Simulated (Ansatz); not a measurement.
`O=C[SiH2]CS`, relaxed with RKS PBE-D4/def2-SVP in Ansatz 0.2.0 from a rough embedded geometry. The force threshold is 0.03 eV/Å; the program also tests the step.

The species carries charge 0 and has multiplicity 1.

Start:

```xyz
11

O    -1.349    0.361    1.652
C    -1.625    0.502    0.517
Si   -0.463   -0.198   -0.750
C     1.210   -0.622   -0.168
S     2.046    0.870    0.535
H    -2.514    1.041    0.155
H    -0.333    0.779   -1.940
H    -1.060   -1.424   -1.434
H     1.073   -1.335    0.707
H     1.810   -1.045   -0.877
H     1.205    1.070    1.604
```

```tsv
step	energy (eV)	largest force (eV/Å)	largest move (Å)
1	-22907.8744	4.803	0.000
2	-22908.3815	0.988	0.147
3 (rejected)	-22908.1827	3.210	0.194
4	-22908.4436	1.050	0.095
5	-22908.4721	0.146	0.100
6 (rejected)	-22908.4651	0.339	0.099
7	-22908.4790	0.085	0.049
8	-22908.4837	0.081	0.074
9	-22908.4865	0.033	0.089
10 (rejected)	-22908.4859	0.211	0.073
11	-22908.4875	0.032	0.036
12	-22908.4876	0.039	0.024
13	-22908.4876	0.025	0.007
```

End:

```xyz
11

O    -1.180    0.818    1.650
C    -1.572    0.550    0.524
Si   -0.430   -0.192   -0.870
C     1.234   -0.671   -0.110
S     2.020    0.804    0.667
H    -2.668    0.724    0.262
H    -0.274    0.841   -1.952
H    -1.190   -1.370   -1.435
H     1.135   -1.502    0.619
H     1.932   -1.017   -0.899
H     0.994    1.017    1.544
```

Run time 16 s (4 threads of an Arm Neoverse V2 on a shared host); peak host memory 0.16 GiB.
